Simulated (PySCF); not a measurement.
Harmonic spectrum computed at PBE0 in the def2-TZVP basis family (core potentials from Rb on, PySCF, no spin–orbit coupling):

```csv
symmetry,ω (cm⁻¹),"IR (km/mol, summed over degenerate members)"
e,146,110
a,254,216
e,310,14.7
a,396,41.5
e,793,474
a,803,19.1
a,822,114
e,953,259
e,3913,307
a,3915,1.1
```

Q: Which molecule gave it? In each, all ligands are bound to the one heavy central atom.
A. Al(OH)₃ (singlet)
B. Si(OH)₃ (doublet)
C. P(OH)₃ (singlet)
D. Ga(OH)₃ (singlet)
E. As(OH)₃ (singlet)

A: B. It has C3 symmetry with O–H 0.959 Å (×3), Si–O 1.641 Å (×3).
